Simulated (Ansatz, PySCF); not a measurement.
Energy difference R1 + R2 → P1, each structure at its B3LYP-D3(BJ)/def2-TZVP stationary point, reached from a drawn start (curvature not checked).
R1, H2 (SMILES [H][H]) (charge 0, multiplicity 1):
```csv
atom,x (Å),y (Å),z (Å)
H,0.0000,0.0000,0.3720
H,0.0000,0.0000,-0.3720
```
R2: OSi (SMILES [O+]#[Si-]), charge 0, multiplicity 1.
P1: H2OSi (SMILES O=[SiH2]), charge 0, multiplicity 1.

P less R. No zero-point or thermal terms.

Programs: Ansatz (Gaussian orbitals); PySCF for the D3/D4 terms. Each number belongs to the level named beside it.

Problem. Predict the reaction energy from HF/cc-pV(Q+d)Z.

Solution. -7.3 kcal/mol

Problem. Estimate the reaction energy that BHLYP/def2-TZVPP returns for this input.

Solution. -6.7 kcal/mol

Problem. What reaction energy does r2SCAN-D3(BJ)/def2-TZVPP give?

Solution. -7.6 kcal/mol

Ansatz is a quantum-chemistry and plane-wave program.
